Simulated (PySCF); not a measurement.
# One molecule, several mistakes: BH6Si2

Calculated results; nothing here was measured. The program is PySCF 2.14.0, an open-source quantum chemistry code, run on an isolated molecule that a program drew, which may never have been made. The molecule is BH6Si2 (charge 0, doublet), drawn as the SMILES string `[SiH2]B[SiH3]`.

Each row is a Hartree-Fock (HF) and frozen-core CCSD(T) single point in the cc-pV(D+d)Z basis, meant for a local HF minimum. Run 1 is clean. Each other run has one planted mistake out of seven kinds, and not every kind appears here: one electron removed, one electron added, multiplicity raised by two, geometry at a saddle point, minimal basis STO-3G, one bond length entered in bohr, all coordinates scaled. The reference is restricted for singlets and unrestricted otherwise, and also for a bond in bohr. Adding or removing an electron swaps singlet and doublet. Electrons count all cores. HOMO and LUMO are orbital energies over both spins, the gradient is its largest component, and the lowest frequency (negative if imaginary) is given only where the gradient is small. Bond lengths are over the 8 bonds as drawn. T1 is the CCSD diagnostic: over 0.02 (restricted) or 0.045 (unrestricted) a single reference is doubtful.

Geometry of the clean run:
```xyz
9
BH6Si2, angstrom
Si   -0.7262   -0.9042   -0.8469
B     0.1501   -2.3725    0.0698
Si    0.1838   -2.5948    2.0919
H    -1.4481    0.1839   -0.1584
H    -0.7614   -0.7271   -2.3125
H     0.7016   -3.1911   -0.6137
H    -0.4444   -3.8873    2.4714
H    -0.5361   -1.5113    2.8092
H     1.5883   -2.6074    2.5783
```

```
run,electrons,basis functions,<S^2>,HOMO (eV),LUMO (eV),gradient (hartree/bohr),lowest frequency (cm^-1),mean bond (Å),longest bond (Å),T1,HF (hartree),CCSD(T) (hartree),mistake
1,39,90,0.761,-8.48,0.19,1.1e-05,84,1.5733,2.035,0.0159,-605.98057,-606.32578,no fault
2,39,90,1.565,-8.55,0.14,8.8e-03,-,1.7385,2.807,0.0546,-605.86928,-606.20591,one bond length entered in bohr
3,39,90,0.761,-8.52,0.18,7.8e-03,-,1.5528,2.008,0.0154,-605.97935,-606.32404,all coordinates scaled
4,39,29,0.761,-5.55,5.23,3.1e-02,-,1.5733,2.035,0.0181,-598.98616,-599.14817,minimal basis STO-3G
5,40,90,0.000,-1.37,7.39,3.0e-02,-,1.5733,2.035,0.0173,-606.00035,-606.38902,one electron added
6,38,90,0.000,-16.32,-6.94,3.5e-02,-,1.5733,2.035,0.0155,-605.69785,-606.02233,?
```

**Which mistake was planted in run 6, and what did it cost?**

It counts 38 electrons, one fewer than the clean run, at the same geometry and basis. So the mistake is: one electron removed. Subtracting run 1 and multiplying by 627.51 kcal/mol a hartree, the energy moved by 177.4 kcal/mol in HF and 190.4 kcal/mol in CCSD(T).

Cautions from the logs. Run 2: T1 is over the limit, so its CCSD(T) energy is less reliable.
